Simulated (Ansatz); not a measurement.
Two isomers of C2H8OSi2: A = `[SiH3]C[SiH]1CO1`, B = `OC1C[SiH2][SiH2]1`.

Gas-phase electronic energies from Ansatz, PBE0-D4/def2-TZVP geometries. CBS: MP2 limit from def2 TZ/QZ plus the TZ coupled-cluster correction, frozen cores. Functionals use def2-TZVPP. B3LYP here is the variant with VWN-RPA as its local correlation; programs differ in this. Each species was taken in one conformer, which may not be the lowest.

A:

Z-matrix (Å, degrees):
```
Si
C 1 1.878
H 1 1.486 2 109.8
H 1 1.488 2 110.1 3 119.5
H 1 1.486 2 110.7 3 -120.5
Si 2 1.850 1 113.6 3 -68.0
H 2 1.094 1 109.0 3 53.2
H 2 1.095 1 108.8 3 170.5
O 6 1.660 2 119.0 1 144.2
C 6 1.804 2 123.4 1 84.6
H 6 1.481 2 112.6 1 -75.0
H 10 1.089 6 121.9 2 2.9
H 10 1.088 6 122.6 2 -158.9
```

B:

Z-matrix (Å, degrees):
```
C
C 1 1.536
O 1 1.414 2 110.6
Si 1 1.934 2 98.1 3 -128.7
H 1 1.103 2 107.7 3 120.8
Si 2 1.905 1 98.7 3 159.3
H 2 1.092 1 114.1 3 -72.5
H 2 1.096 1 108.5 3 47.9
H 3 0.960 1 108.8 2 -178.8
H 4 1.489 1 117.7 2 -148.9
H 4 1.489 1 110.9 2 84.2
H 6 1.486 2 116.3 1 -146.0
H 6 1.488 2 113.2 1 86.4
```

(1) Which isomer does CCSD(T)/CBS put lower? Give the gap. (An estimate is asked.)

(2) Give E(B) − E(A) in kcal/mol with B3LYP-D4, B3LYP, CCSD(T)/def2-TZVPP, CCSD/def2-TZVPP, HF/def2-TZVPP, B2PLYP, r2SCAN-D4. (Best estimate.)

Largest T1 diagnostic: 0.013.

## Answers

(1) Ansatz gave: A, by 17.1 kcal/mol.

(2) The calculation gave: B3LYP-D4 17.8, B3LYP 18.8, CCSD(T)/def2-TZVPP 17.2, CCSD/def2-TZVPP 17.5, HF/def2-TZVPP 20.4, B2PLYP 19.2, r2SCAN-D4 17.7. None reverses the order clearly.

In def2-TZVPP, CCSD(T) changes the Hartree–Fock value by −3.1 kcal/mol (the triples alone add −0.3 kcal/mol) and MP2 by −1.3 kcal/mol. The D4 term adds −1.1 kcal/mol with B3LYP and −0.5 kcal/mol with PBE0; it sums over pairs of atoms, weighted by their polarisabilities, and B3LYP, whose exchange is more repulsive, gets the larger term.
